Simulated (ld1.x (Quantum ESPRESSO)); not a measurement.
**Scattering properties, TM potential for Tb (Z = 65)**

* Element: terbium
* Generator: ld1.x (Quantum ESPRESSO) 7.5
* Type: norm-conserving Troullier–Martins (Kleinman–Bylander form)
* Functional: PBE
* Relativity: scalar-relativistic
* Frozen core: [Kr] 4d10
* Valence charge: 19
* Reference configuration: 4f9 5s2 5p6 5d0 6s1 6p0 (charge +1)
* Partial waves: 5p (bound): rc 2.65 bohr; 5d (bound, empty): rc 2.95 bohr; 4f (bound): rc 1.35 bohr; 5s (bound): rc 1.85 bohr
* Local potential: the s channel
* Core correction: none

Occupied shells without a wave of their own: 6s. They enter only through the test configuration that unscreens the potential.

The phase is arctan(r·u′/u) with u = r·R(r), unwrapped; energies in Ry, scanned from -6 to 5 Ry. A pole is an energy at which the radial function vanishes at the test radius. The pseudo phase is shifted by a multiple of π to meet the all-electron one at the reference energy, and phase errors are pseudo minus all-electron; the curves can meet again beyond the range given. Levels narrower than the energy grid can be missing from the lists of poles.

```tsv
channel	radius (bohr)	reference energy (Ry)	poles, all-electron	poles, pseudo	unbroken range about the reference energy with phases within 0.05 rad	phase error 1 Ry above the reference energy (rad)
s	3.22	-3.96	-3.94, 1.19	-3.94, 0.75	below -1.2	-0.001
p	3.22	-2.30	-2.22, 2.32	-2.22, 2.24	below -0.1	-0.002
d	3.22	-0.51	0.02, 4.37	0.02, 4.34	the whole range	+0.000
f	3.22	-0.69	-0.67, 2.47	-0.67, 2.48	below 4.0	-0.004
```

The potential misses its own reference levels by up to 0.5 eV.

Phases in the p channel:

```tsv
E (Ry)	all-electron	pseudo
-6.00	1.432	1.432
-5.74	1.428	1.428
-5.48	1.424	1.424
-5.22	1.419	1.419
-4.96	1.414	1.414
-4.70	1.408	1.408
-4.44	1.402	1.402
-4.18	1.394	1.394
-3.92	1.386	1.385
-3.66	1.375	1.375
-3.40	1.361	1.361
-3.14	1.343	1.343
-2.88	1.313	1.312
-2.62	1.241	1.240
-2.36	-0.161	-0.163
-2.10	-1.684	-1.684
-1.84	-1.766	-1.766
-1.58	-1.812	-1.812
-1.32	-1.855	-1.857
-1.06	-1.907	-1.909
-0.80	-1.978	-1.983
-0.54	-2.088	-2.099
-0.28	-2.288	-2.313
-0.02	-2.707	-2.769
0.24	-3.452	-3.542
0.50	-4.040	-4.094
0.76	-4.321	-4.351
1.02	-4.465	-4.484
1.28	-4.550	-4.565
1.54	-4.608	-4.620
1.80	-4.650	-4.660
2.06	-4.684	-4.693
2.32	-4.712	-4.721
2.58	-4.737	-4.746
2.84	-4.761	-4.770
3.10	-4.785	-4.794
3.36	-4.810	-4.820
3.62	-4.838	-4.849
3.88	-4.871	-4.884
4.14	-4.914	-4.930
4.40	-4.975	-4.995
4.66	-5.070	-5.098
4.92	-5.248	-5.289
```
